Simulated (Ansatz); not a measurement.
Basis sets compared for the cluster Li₃Cl₃⁺ (the lowest doublet isomer of a short search). The state is a doublet with charge 1. Geometry PBE0-D4/def2-SVP. Ansatz on 4 threads of Arm Neoverse V1 on a shared host; times are rough, and most runs start from earlier orbitals.

```csv
atom,x (Å),y (Å),z (Å)
Li1,2.869,0.659,0.215
Li2,-1.431,0.023,1.570
Li3,-1.042,-0.581,-1.754
Cl4,-2.504,-0.559,-0.189
Cl5,0.900,0.467,1.381
Cl6,1.207,-0.009,-1.223
```

B3LYP takes the VWN-RPA correlation. At PBE-D4/def2-SVP, PBE-D4/def2-TZVP the gap within one spin of the charge 1 doublet nearly closes, so an electron or hole may be smeared out by delocalisation error. In the doublet, Cl5 and Cl6 lie 2.67 Å apart (atoms count from 1), so these atoms are partly bonded to each other. Another isomer (doublet) lies 0.03 eV lower at PBE0-D4/def2-TZVP; other spin states weren't run for this one.

```csv
level,functions,energy (Eh),HOMO (eV),LUMO (eV),wall time
HF/STO-3G,42,-1385.9071,-13.98,-4.71,0.15 s
HF/6-31G,66,-1400.8083,-15.04,-6.29,0.4 s
PBE-D4/def2-SVP,81,-1402.1117,-10.33,-10.33,2.3 s
B3LYP-D4/6-31G,66,-1403.1674,-11.51,-10.10,2 s
PBE0-D4/def2-SVP,81,-1402.2395,-11.60,-9.56,1.8 s
```

Estimate the rows for PBE-D4/def2-TZVP, B3LYP-D4/def2-TZVP, PBE0-D4/def2-TZVP.


```tsv
level	functions	energy (Eh)	HOMO (eV)	LUMO (eV)	wall time
PBE-D4/def2-TZVP	153	-1402.5911	-10.47	-10.47	7.5 s
B3LYP-D4/def2-TZVP	153	-1403.2993	-11.49	-9.86	3.6 s
PBE0-D4/def2-TZVP	153	-1402.7112	-11.76	-9.63	3.4 s
```
